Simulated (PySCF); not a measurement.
Fill in the blanks.

Compound: C5H8O2S.
SMILES: `O=S(C)(CC=C=C)=O`

Conformer (atom-mapped SMILES and torsion angles): `[CH2:1]=[C:2]=[CH:3][CH2:4][S:5]([CH3:6])(=[O:7])=[O:8]`: C2–C3–C4–S5 111°, C3–C4–S5–C6 -62°.

| property | level | value |
| --- | --- | --- |
| point group of the GFN2-xTB geometry | GFN2-xTB | ? |
| rotational constants A, B, C of the GFN2-xTB geometry | GFN2-xTB | ? |
| dipole moment | PBE0/pcSseg-1 | ? |
| HOMO energy | PBE0/pcSseg-1 | ? |
| LUMO energy | PBE0/pcSseg-1 | ? |
| 13C chemical shifts (computed TMS as zero) by class | GIAO PBE0/pcSseg-1 | ? |
| 1H chemical shifts (computed TMS as zero) by class | GIAO PBE0/pcSseg-1 | ? |
| isotropic shieldings of nuclei other than C and H, by class | GIAO PBE0/pcSseg-1 | 116 (2 O), 196 (1 S) ppm |

Gas-phase values; electronic properties from PySCF, density fitting. Isolated species at its GFN2-xTB geometry (one conformer only). NMR classes are plain means over equivalent atoms (diastereotopic ones count apart unless rotation or inversion swaps them), as if these changed places fast; in this geometry the members of some classes differ.

Give the rotational constants A, B, C of the GFN2-xTB geometry.

3.667, 0.999, 0.953 GHz.

What are the 1H chemical shifts (computed TMS as zero) by class?

5.72 (1 H), 5.12 (2 H), 3.39 (2 H), 2.57 (3 H) ppm.

The 13C chemical shifts (computed TMS as zero) by class?

223.2 (1 C), 89.1 (1 C), 79.7 (1 C), 63.5 (1 C), 42.7 (1 C) ppm.

The HOMO energy?

-7.70 eV.

Give the dipole moment.

4.89 D.

The point group of the GFN2-xTB geometry?

C1.

What is the LUMO energy?

-0.41 eV.

With B = h/(8π²I), that is 505.379 GHz u Å² over I, the principal moments of inertia are 137.8, 506.1 and 530.4 u Å² (most abundant isotopes). A dipole of 4.89 D is allowed in C1, and pure rotational transitions are dipole-allowed. The rotational constants make it an asymmetric top with κ = (2B − A − C)/(A − C) = -0.97, nearer the prolate limit (−1). The dipole matches unit charges of opposite sign 1.02 Å apart (1 e·Å = 4.8032 D).
